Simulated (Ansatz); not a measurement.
`C[Se][SiH2]Cl` + CH₃NH₂ → `CN[SiH2]Cl` + `C[SeH]` at 500 K and 1 bar (ligand exchange at the Si–Se bond).

Gas-phase electronic energies from Ansatz, PBE0-D4/def2-TZVP geometries. CCSD(T)/CBS adds triple-zeta CCSD(T) − MP2 to the extrapolated MP2 energy (def2 sets, frozen cores). For Se outer-core shells are correlated without core-valence functions, which leaves a few kJ/mol of doubt a bond. Scalar relativity is left out up to krypton. Each species was taken in one conformer, which may not be the lowest.

| species | CCSD(T)/CBS energy (Eh) | H − E (kJ/mol) | S (J/(mol·K)) |
| --- | --- | --- | --- |
| `C[Se][SiH2]Cl` | -3190.69652 | 193.5 | 417.5 |
| CH₃NH₂ | -95.75281 | 191.8 | 270.3 |
| `CN[SiH2]Cl` | -845.29269 | 234.9 | 387.1 |
| `C[SeH]` | -2441.15625 | 142.1 | 299.3 |

H − E and S are ideal-gas, rigid-rotor, harmonic terms from PBE0-D4/def2-TZVP, for one conformer and one mirror image of each species. 1 Eh = 2625.50 kJ/mol, R = 8.31446 J/(mol·K).

By hand: ΔE, ΔH, ΔS and ΔG.

ΔE = (-845.29269) + (-2441.15625) − (-3190.69652) − (-95.75281) = 0.00039 Eh = 1.0 kJ/mol. Δ(H − E) = 234.9 + 142.1 − 193.5 − 191.8 = -8.3, so ΔH = -7.3 kJ/mol. ΔS = 387.1 + 299.3 − 417.5 − 270.3 = -1.4 J/(mol·K). ΔG = -7.3 − 500 × (-1.4)/1000 = -6.6 kJ/mol.

By hand: the equilibrium constant, and the temperature at which ΔG would vanish if ΔH and ΔS stayed fixed.

log₁₀ K = −ΔG/(RT ln 10) = 0.7. ΔG = 0 at ΔH/ΔS = 5214 K, far beyond where these terms or the molecules hold.

The number of gas molecules stays the same, so ΔS is small and ΔH decides. A doubt of 5 kJ/mol in ΔE shifts log₁₀ K by 0.5 here. Other conformers and mirror images would add mixing entropy, several J/(mol·K) or more a flexible species. Modes under 60 cm⁻¹, often nearly free rotors, make the harmonic entropy too high. These are equilibria of isolated gas molecules and say nothing of rates. Largest T1 diagnostic: 0.010 (customary marks: 0.02 for closed shells, 0.045 for open ones).
